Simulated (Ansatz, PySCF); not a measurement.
dimethoxyethane (C₄H₁₀O₂), SMILES COCCOC.

Coordinates come from a r2SCAN-D4/def2-SVP optimisation. One conformer was computed; it need not be the lowest.

Vertical ionisation energy (IE) and electron affinity (EA) in eV. Rows of orbital energies are one-electron estimates. Where ΔSCF, EOM or ADC give a negative EA the extra electron is unbound and the value depends on the basis.

```json
[
 {"level": "−ε(HOMO), −ε(LUMO), CAM-B3LYP/def2-TZVP (PySCF)", "IE": "8.71", "EA": "-2.12"},
 {"level": "ΔSCF, CAM-B3LYP/def2-SVPD (Ansatz), final states of multiplicity 2 and 2", "IE": "9.57", "EA": "-1.96"}
]
```

What vertical singlet–triplet gap does ΔSCF give with CAM-B3LYP/def2-SVPD (Ansatz, an electronic-structure program)? (The exact figures need the calculation; the answer reports its results.)

7.20 eV (triplet above singlet where positive).
